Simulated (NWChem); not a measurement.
System: CH$_{6}$AlN; SMILES [CH3][AlH][NH2]

Here is an NWChem input.

```
start job
memory heap 200 mb stack 900 mb global 1100 mb
geometry units angstroms noautosym nocenter noautoz
  Al    -0.478362     0.067620     0.145433
  H     -2.017856     0.231634     0.515097
  C      0.412620    -1.667637     0.008195
  H      0.345370    -2.221729     0.960047
  H      1.479083    -1.587781    -0.256308
  H     -0.073564    -2.301242    -0.753211
  N      0.420375     1.571504    -0.145413
  H      1.402630     1.637480    -0.389189
  H      0.019781     2.501672    -0.090847
end
basis spherical
  * library sto-3g
end
dft
  xc b3lyp
  iterations 150
end
property
  response 1 0.0773
end
task dft property
```

STO-3G and 3-21G are far too small for this property and stand as cheap habits. Structure relaxed at the PBE0/def2-SVP level. B3LYP is NWChem's, with the RPA form of VWN correlation.

Field at 589 nm.

**Question.** Give the results of this calculation. (B3LYP/STO-3G.) Quantities: isotropic polarisability (bohr³); anisotropy (bohr³).

**Answer.** 
| Quantity | Result |
|---|---|
| isotropic polarisability (bohr³) | 20.7 |
| anisotropy (bohr³) | 15.6 |
